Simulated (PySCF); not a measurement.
C5H14OPSi (charge +1).
Z-matrix (Å and degrees, PBE0-D3(BJ)/def2-SVP geometry), rows numbered from 1:
```
C 
C   1  1.4918
O   2  1.2089  1  124.38
C   2  1.5302  1  117.55  3   179.59
P   4  1.8181  2  109.07  1  -178.59
C   5  1.7999  4  108.92  2   169.64
C   5  1.7871  4  112.86  2   -66.42
Si  7  1.9218  5  116.25  4   172.15
H   1  1.0964  2  109.67  3     4.11
H   1  1.1027  2  109.95  3  -116.36
H   1  1.1013  2  110.71  3   125.81
H   4  1.1038  2  111.28  1   -57.65
H   4  1.1042  2  111.29  1    60.92
H   5  1.4087  4  106.78  2    53.53
H   6  1.0996  5  109.90  4   -57.21
H   6  1.0996  5  109.83  4  -177.21
H   6  1.1001  5  109.68  4    63.00
H   7  1.1024  5  106.33  4    51.73
H   7  1.1036  5  107.75  4   -64.31
H   8  1.4842  7  106.51  5   178.13
H   8  1.4902  7  108.25  5    58.06
H   8  1.4881  7  107.41  5   -60.98
```

Computed with PySCF at PBE0/pcSseg-1, non-relativistic, on one gas-phase PBE0-D3(BJ)/def2-SVP geometry that isn't relaxed in the solvent. The solvent is an IEF-PCM continuum (van der Waals radii × 1.2). Only the electrostatic response of the medium enters.

```
run  E − E(gas) (kcal/mol)  HOMO (eV)  HOMO–LUMO gap (eV)
gas                   0.00     -11.84                7.04
  P                 -43.54      -8.87                7.11
  Q                 -55.23      -8.17                7.15
```

Problem. The runs were made in chloroform and dimethylsulfoxide. Which run belongs to which solvent?

Solution. P = chloroform, Q = dimethylsulfoxide. The dielectric constants are 4.711 (chloroform), 46.83 (dimethylsulfoxide), and the energy falls further as ε rises. In this model the ground state sees the solvent through ε alone.

Problem. How constant is the ratio of the lowering to 1 − 1/ε?

Solution. 
```json
{"solvent": "chloroform", "1 − 1/ε": "0.788", "E − E(gas) (kcal/mol)": "-43.54", "ratio (kcal/mol)": "-55.3", "polarisation term (kcal/mol)": "-44.77"}
{"solvent": "dimethylsulfoxide", "1 − 1/ε": "0.979", "E − E(gas) (kcal/mol)": "-55.23", "ratio (kcal/mol)": "-56.4", "polarisation term (kcal/mol)": "-57.79"}
```

The ratio changes by +2.1 % in size from chloroform to dimethylsulfoxide. The polarisation term is half the interaction of the solute with the induced surface charges.
